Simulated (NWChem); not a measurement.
Program: NWChem. System: I$_{2}$Sn, charge 0, spin multiplicity 1, at a geometry optimised with PBE0/def2-SVP with def2 effective core potentials on Sn, I. The structure started from a generated list of species. Level: MP2/def2-SVP with def2 effective core potentials on Sn, I, 12 core orbitals frozen.

NWChem printed:

```
             Northwest Computational Chemistry Package (NWChem) 7.3.0
             --------------------------------------------------------

                                NWChem Input Module
                                -------------------

 Scaling coordinates for geometry "geometry" by  1.889725989
 (inverse scale =  0.529177249)

 Turning off AUTOSYM since
 SYMMETRY directive was detected!

                             Geometry "geometry" -> ""
                             -------------------------

 Output coordinates in angstroms (scale by  1.889725989 to convert to a.u.)

  No.       Tag          Charge          X              Y              Z
 ---- ---------------- ---------- -------------- -------------- --------------
    1 Sn                  50.0000     0.00000000     0.00000000     1.18799700
    2 I                   53.0000    -2.11614000     0.00000000    -0.56037600
    3 I                   53.0000     2.11614000     0.00000000    -0.56037600

 Effective nuclear repulsion energy (a.u.)    1372.9573907043

            Nuclear Dipole moment (a.u.)
            ----------------------------
        X                 Y               Z
 ---------------- ---------------- ----------------
     0.0000000000     0.0000000000    -0.0000113384

      Symmetry information
      --------------------

 Group name             C2v
 Group number             16
 Group order               4
 No. of unique centers     2

      Symmetry unique atoms

     1    2


 Summary of "ao basis" -> "" (spherical)
 ------------------------------------------------------------------------------
       Tag                 Description            Shells   Functions and Types
 ---------------- ------------------------------  ------  ---------------------
 *                          def2-svp                  on all atoms

 Summary of "ao basis" -> "ao basis" (spherical)
 ------------------------------------------------------------------------------
       Tag                 Description            Shells   Functions and Types
 ---------------- ------------------------------  ------  ---------------------
 Sn                         def2-svp                10       26   4s4p2d
 I                          def2-svp                10       26   4s4p2d

                                 NWChem SCF Module
                                 -----------------

  ao basis        = "ao basis"
  functions       =    78
  atoms           =     3
[...]
    Atom       Charge   Shell Charges
 -----------   ------   -------------------------------------------------------
    1 Sn  22    21.31   1.60  0.43  1.31  0.51  3.27  2.73  0.84  0.47  9.78  0.36
    2 I   25    25.35   1.83  0.22  1.20  0.72  2.93  3.13  2.56  2.74  9.82  0.20
    3 I   25    25.35   1.83  0.22  1.20  0.72  2.93  3.13  2.56  2.74  9.82  0.20

       Multipole analysis of the density wrt the origin
       ------------------------------------------------

     L   x y z        total         open         nuclear
     -   - - -        -----         ----         -------
     0   0 0 0      0.000000      0.000000     72.000000

     1   1 0 0      0.000000      0.000000      0.000000
     1   0 1 0      0.000000      0.000000      0.000000
     1   0 0 1      1.273088      0.000000     -3.558101

     2   2 0 0    -64.883323      0.000000    799.569959
     2   1 1 0      0.000000      0.000000      0.000000
     2   1 0 1      0.000000      0.000000      0.000000
     2   0 2 0    -57.186816      0.000000      0.000000
     2   0 1 1     -0.000000      0.000000      0.000000
     2   0 0 2    -57.746745      0.000000    166.948950

                   NWChem MP2 Semi-direct Energy/Gradient Module
                   ---------------------------------------------

  Basis functions       =     78
  Molecular orbitals    =     78
  Frozen core           =     12
  Frozen virtuals       =      0
  Active alpha occupied =     24
  Active beta occupied  =     24
  Active alpha virtual  =     42
  Active beta virtual   =     42
  Use MO symmetry       = T
  Use skeleton AO sym   = T

  AO/Fock/Back tols     =   1.0D-09  1.0D-09  1.0D-09

 GA uses MA = F    GA memory limited = T

 Available:
  local mem=  1.26D+08
 global mem=  1.44D+08
 local disk=  0.00D+00
  mp2_memr nvloc                    42
  nvloc new                    42
   1 passes of  24:        3145728                      38115                  10021333.
   1 passes of  24: M    126149439           G      144167032           F     123003711.

 Semi-direct pass number   1 of   1  for RHF alpha+beta  at        1.3s
  vrange nnbf                  2921
  mp2_eaftype                    38  avail_ma_in_mb                  1099
 EAF : mp2_eaftype filesize          38    5010667.
  mp2_eaf for mointskh                     38
Node 0 wrote     23.6 Mb in      0.0 s     Agg I/O rate:   698.9 Mb/s
 Done moints_semi at        4.3s
  mp2_eaftype                    38  avail_ma_in_mb                  1061
 EAF : mp2_eaftype filesize          38    5010667.
  mp2_eaf for kh                    38
 Done maket at        4.5s
 Done multipass loop at        4.5s

          -------------------------------------------
          SCF energy                -806.769747522085
          Correlation energy          -0.319423467129
          Singlet pairs               -0.173076248142
          Triplet pairs               -0.146347218987
          Total MP2 energy          -807.089170989214
          -------------------------------------------

          ---------------------------------------------------
                    Spin Component Scaled (SCS) MP2
          Same spin pairs                     -0.097564812658
          Same spin scaling factor             0.333333333333
          Opposite spin pairs                 -0.221858654471
          Opposite spin scaling fact.          1.200000000000
          SCS-MP2 correlation energy          -0.298751989585
          Total SCS-MP2 energy              -807.068499511669
          ---------------------------------------------------

 -----------------------
 Performance information
 -----------------------

 Timer overhead =  1.37D-07 seconds/call

               Nr. of calls         CPU time (s)                 Wall time (s)                GFlops
             ---------------    -------------------     ------------------------------   -------------------
Name         Min   Avg   Max    Min     Avg     Max     Min     Avg     Max   Mx/calls   Min     Max     Sum
mp2: moin     1     1     1    3.1     3.1     3.1      3.1     3.1     3.1     3.1      0.0     0.0     0.0
mp2: make     1     1     1   0.18    0.18    0.18     0.18    0.18    0.18    0.18      0.0     0.0     0.0
mp2: tota     1     1     1    3.3     3.3     3.3      3.3     3.3     3.3     3.3      0.0     0.0     0.0

 The average no. of pstat calls per process was 3.00D+00
 with a timing overhead of 4.10D-07s

 Task  times  cpu:        4.5s     wall:        4.5s

 Total times  cpu:        4.5s     wall:        4.5s
```

**Question.** Write an NWChem input that would produce this output.

**Answer.** This is not unique; one that fits is 
```
start mol
memory heap 200 mb stack 900 mb global 1100 mb
geometry units angstroms nocenter noautoz
  Sn     0.000000     0.000000     1.187997
  I     -2.116140     0.000000    -0.560376
  I      2.116140     0.000000    -0.560376
  symmetry group C2v
end
basis spherical
  * library def2-svp
end
ecp
  Sn library def2-ecp
  I library def2-ecp
end
scf
  rhf
  nopen 0
  maxiter 100
  thresh 1e-7
  semidirect memsize 60000000 filesize 0
end
mp2
  freeze core 12
end
task mp2 energy
```
